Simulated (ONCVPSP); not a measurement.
vanadium (V), ONCV: configuration errors across variants

| Item | Value |
| --- | --- |
| Element | vanadium (V) |
| Generator | ONCVPSP 4.0.1 |
| Type | optimised norm-conserving Vanderbilt (ONCV) |
| Functional | PBE |
| Relativity | fully relativistic |
| Frozen core | [Ne] |
| Valence charge | 13 |
| Reference configuration | 3s2 3p6 3d3 4s1.5 (charge +0.5) |
| Partial waves | 3s+4s: rc 1.80 bohr, ncon 5, nbas 8, qcut 8.3 1/bohr, 3 projectors, debl 3.5 Ha; 3p: rc 1.10 bohr, ncon 5, nbas 9, qcut 8.7 1/bohr, 2 projectors, debl 1.7 Ha; 3d: rc 1.40 bohr, ncon 5, nbas 10, qcut 13.1 1/bohr, 3 projectors, debl 2.9 Ha |
| Local potential | polynomial inside 0.95 bohr (lpopt 5, dvloc0 1 Ha) |
| Core correction | none |

Open shells are filled in proportion to 2j + 1.

In the p channel the program set the typed energies aside and used -1.741, 0.250 Ha (j = l + 1/2; the other j can differ).

All-electron excitation energies from the reference (eV): (1) 3s2 3p6 3d3 4s2 -3.092; (2) 3s2 3p6 3d3 4s1 4.643; (3) 3s2 3p6 3d3 4s0 18.939; (4) 3s2 3p6 3d2 4s2 4p1 2.685.

2 further variants failed, have other tests or another functional or relativity, and are left out.

Errors AE − PS in meV (a dash: test not solved or not reliable):

```csv
change,(1),(2),(3),(4),bound ghosts,GHOST(+) flags above zero
base,+0.1,+0.1,+1.2,+14,none,s
"core correction polynomial model core, fcfact 0.3",0.0,+0.1,+0.1,+13,none,s
d: debl 0.55,+0.1,+0.1,+1.2,+15,none,s
```

Problem. Give the same row for: s: rc 1.94.

Solution. +0.1, +0.1, +1.2, +15; bound ghosts: none; GHOST(+) flags above zero: none.
